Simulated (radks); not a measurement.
Results of a calculation; reference values are marked as such.
O4+, 4 electrons, occupied as 1s1 2s2 3d1 (not the ground configuration). Level of theory: non-relativistic Kohn-Sham, XLYP, spin-polarised, spherical densities, point nucleus; open shells are filled with parallel spins first (a radial shooting solver on a logarithmic mesh with Libxc functionals).

Local quantities along the radius. ELF = 1/(1 + alpha^2) is the electron localisation function; alpha = (tau - tau_W)/tau_unif compares the Pauli kinetic energy density with that of the uniform gas (summed over spins); s = |grad rho|/(2 (3 pi^2)^(1/3) rho^(4/3)) is the reduced gradient.

r (bohr)    ELF       alpha        s
0.007019  1.000   3.303e-06   0.4682
0.008711  1.000   5.253e-06   0.4727
0.0109    1.000   8.570e-06   0.4787
0.01353   1.000  0.00001387   0.4859
0.01692   1.000  0.00002316   0.4954
0.021     1.000  0.00003855   0.5070
0.02628   1.000  0.00006671   0.5225
0.03261   1.000   0.0001160   0.5417
0.0408    1.000   0.0002124   0.5678
0.05063   1.000   0.0003954   0.6009
0.06335   1.000   0.0007920   0.6468
0.07925   1.000    0.001692   0.7097
0.09836   1.000    0.003802   0.7945
0.1231    1.000    0.009758   0.9205
0.1527    0.999     0.02747    1.100
0.1911    0.991     0.09465    1.376
0.2371    0.879      0.3716    1.731
0.2967    0.260       1.688    1.882
0.3682    0.046       4.553   0.9456
0.4606    0.139       2.487  0.09355
0.5717    0.745      0.5846   0.2335
0.7153    0.914      0.3068   0.5542
0.8877    0.794      0.5089   0.8697
1.111     0.391       1.247    1.191
1.378     0.128       2.612    1.365
1.724     0.075       3.508    1.348
2.14      0.066       3.757    1.580
2.677     0.043       4.741    2.434
3.323     0.016       7.892    4.286
4.157     0.003       19.11    9.012
5.16      0.000       70.00    22.96
6.455     0.000       474.1    78.00

On this mesh the ELF has minima near r = 0.37 bohr, which separate the shells, and maxima near 0.72 (0.91).

Self-consistent cycle (total energy in hartree, residual of the potential): 1: -45.449801, 8e-01; 2: -45.462556, 5e-01; 3: -45.474448, 1e-02; 4: -45.474459, 2e-03; 5: -45.474459, 6e-04; 6: -45.474459, 5e-05; 7: -45.474459, 7e-06; 8: -45.474459, 9e-07; 9: -45.474459, 2e-08; 10: -45.474459, 1e-08; 11: -45.474459, 6e-09; 12: -45.474459, 2e-10.
